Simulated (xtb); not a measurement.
Br$_{3}$Ge, doublet, at a GFN2-xTB geometry. Base run: xtb 6.7.1 with GFN0-xTB.

xtb was given this input:
```
$ xtb mol.xyz --gfn 0 --uhf 1 --json

# file mol.xyz
4

Br     2.09670753    -0.74773372    -0.18227923
Ge    -0.01165126     0.00697700     0.73093637
Br    -1.68896558    -1.44229543    -0.23599374
Br    -0.39708937     2.18365017    -0.25001172
```

Variants of this job, named by their change:

```csv
change,ΔE vs base (kcal/mol)
base,0.000
acc = 0.0001,0.000
etemp = 5000,-8.07
acc = 0.1,0.000
etemp = 1000,-0.003
```
